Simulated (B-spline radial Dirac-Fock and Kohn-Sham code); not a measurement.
# La²⁺ in Watson spheres of different radius

Calculated with a radial finite-basis atomic code, using ΔSCF Dirac-Fock with Breit, self-energy and vacuum polarisation, finite nucleus, configuration average. The ion, [Xe] 5d1, sits in a hollow sphere of charge Q = -2, a simple model of the Madelung potential. Inside the sphere an electron's potential energy is raised by the constant 14.40·|Q|/R eV, so binding energies fall by about that much as long as the orbitals stay inside.

| radius (Å) | 14.40 |Q|/R (eV) | 1s (eV) | 2s (eV) | 2p1/2 (eV) | 2p3/2 (eV) | 3s (eV) | 3p1/2 (eV) | 3p3/2 (eV) | 3d3/2 (eV) | 3d5/2 (eV) | 4s (eV) | 4p1/2 (eV) | 4p3/2 (eV) | 4d3/2 (eV) | 4d5/2 (eV) | 5s (eV) | 5p1/2 (eV) | 5p3/2 (eV) | 5d (eV) |
| --- | --- | --- | --- | --- | --- | --- | --- | --- | --- | --- | --- | --- | --- | --- | --- | --- | --- | --- | --- |
| 1.6 | 18.00 | 38933.6 | 6282.5 | 5902.2 | 5494.3 | 1379.1 | 1219.0 | 1137.9 | 860.5 | 843.7 | 292.4 | 231.5 | 214.2 | 112.4 | 109.4 | 43.84 | 25.07 | 22.45 | 2.15 |
| 2.7 | 10.67 | 38939.4 | 6288.2 | 5907.9 | 5500.0 | 1384.8 | 1224.7 | 1143.6 | 866.2 | 849.5 | 298.1 | 237.3 | 220.0 | 118.2 | 115.2 | 49.80 | 31.05 | 28.43 | 7.47 |

From the smallest to the largest radius 1s moves by +5.7 eV, while the constant potential alone would give +7.3 eV; the difference comes from charge outside the sphere and its screening.
